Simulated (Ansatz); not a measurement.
GeH₆Si, SMILES `[SiH3][GeH3]`, 8 atoms. Charge 0, multiplicity 1. Correlated methods include outer-core shells of Ge, which these sets cover unevenly. Scalar relativity is left out up to krypton. All runs use 2 threads of a server CPU on a shared host. Correlated methods freeze the cores. Open-shell runs search over several starts.

(1) Give the basis size and wall time and peak host memory of each of these runs in Ansatz. RKS B2PLYP (frozen core)/def2-TZVPP energy; UHF-MP2/def2-QZVPP energy of the cation; UKS PBE0-D4/def2-TZVPP energy of the cation; UKS ωB97M-V/def2-TZVPP energy of the cation; RKS PBE0-D4/def2-QZVPP energy; RKS PBE0-D4/def2-TZVPP energy; RKS PBE0-D4/def2-TZVP frequencies; RKS PBE0-D4/def2-SVP energy; RKS ωB97M-V/def2-TZVPP energy and forces; RHF-CCSD(T)/def2-SVP energy; RKS PBE0-D4/def2-TZVP relaxation (4 steps); direct RPA on PBE orbitals/def2-TZVPP energy. (Estimate.)

Results:

(1) The calculation gave: Other jobs shared the machine, so times are rough.

| level | job | functions | wall time | peak host memory (GiB) |
| --- | --- | --- | --- | --- |
| RKS PBE0-D4/def2-SVP | energy | 80 | 0.5 s | 0.16 |
| RKS PBE0-D4/def2-TZVPP | energy | 174 | 0.8 s | 0.38 |
| RHF-CCSD(T)/def2-SVP | energy | 80 | 0.8 s | 0.23 |
| direct RPA on PBE orbitals/def2-TZVPP | energy | 174 | 1.2 s | 0.3 |
| RKS B2PLYP (frozen core)/def2-TZVPP | energy | 174 | 1.6 s | 0.35 |
| UKS PBE0-D4/def2-TZVPP | energy of the cation | 174 | 2 s | 0.49 |
| RKS PBE0-D4/def2-QZVPP | energy | 339 | 2.5 s | 0.91 |
| RKS PBE0-D4/def2-TZVP | relaxation (4 steps) | 121 | 3.3 s | 0.25 |
| RKS ωB97M-V/def2-TZVPP | energy and forces | 174 | 3.4 s | 0.48 |
| UKS ωB97M-V/def2-TZVPP | energy of the cation | 174 | 6.5 s | 0.68 |
| UHF-MP2/def2-QZVPP | energy of the cation | 339 | 8 s | 1.4 |
| RKS PBE0-D4/def2-TZVP | frequencies | 121 | 26 s | 0.24 |
